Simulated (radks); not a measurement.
Effect of the nuclear size on neutral ruthenium, [Kr] 4d7 5s1. Calculated with a radial shooting solver on a logarithmic mesh with Libxc functionals: Dirac Kohn-Sham, relativistic LDA (MacDonald-Vosko exchange, VWN5 correlation), spin-unpolarised, spherical densities, finite nucleus; open shells are shared between the two j in proportion to 2j + 1; Fermi nuclear charge, rms radius 4.4809 fm. The rms radius is varied about that value; shifts are against it.

rms radius (fm)  total energy shift (eV)  density at nucleus (e/bohr^3)  1s1/2 shift (meV)  2s1/2 shift (meV)  3p1/2 shift (meV)  4s1/2 shift (meV)  4p1/2 shift (meV)
3.7505                            -0.578                      1.112e+05               -243              -26.5              0.335             -0.845              0.062
4.3106                            -0.143                      1.094e+05              -60.0              -6.54              0.083             -0.209              0.015
4.4809                                 0                      1.089e+05              0.000              0.000              0.000              0.000              0.000
4.7901                             0.272                       1.08e+05                114               12.4             -0.157              0.397             -0.029
4.9648                             0.433                      1.076e+05                182               19.8             -0.250              0.632             -0.047

Slopes of the eigenvalues against <r^2> in GHz/fm^2, as finite differences over the two radii next to the reference (eigenvalue slopes, not the field-shift constants of lines): 1s1/2 9650, 2s1/2 1050, 3p1/2 -13.3, 4s1/2 33.6, 4p1/2 -2.47.
